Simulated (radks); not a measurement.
Removal energies from neutral tin, [Kr] 4d10 5s2 5p2, by Delta-SCF beside the eigenvalue of the level emptied. Calculated with a radial shooting solver on a logarithmic mesh with Libxc functionals: scalar-relativistic Kohn-Sham, r2SCAN, spin-polarised, spherical densities, finite nucleus; meta-GGA in the generalised Kohn-Sham scheme; Fermi nuclear charge, rms radius of each element as measured or else 0.836 A^(1/3) + 0.57 fm. Open shells are filled with parallel spins first.

[
 {"removed from": "5p", "final configuration": "[Kr] 4d10 5s2 5p1", "Delta-SCF (eV)": "7.511", "-eigenvalue (eV)": "4.398"},
 {"removed from": "5s", "final configuration": "[Kr] 4d10 5s1 5p2", "Delta-SCF (eV)": "12.972", "-eigenvalue (eV)": "9.824"},
 {"removed from": "4d", "final configuration": "[Kr] 4d9 5s2 5p2", "Delta-SCF (eV)": "32.939", "-eigenvalue (eV)": "26.344"},
 {"removed from": "4p", "final configuration": "[Ar] 3d10 4s2 4p5 4d10 5s2 5p2", "Delta-SCF (eV)": "99.541", "-eigenvalue (eV)": "92.065"}
]
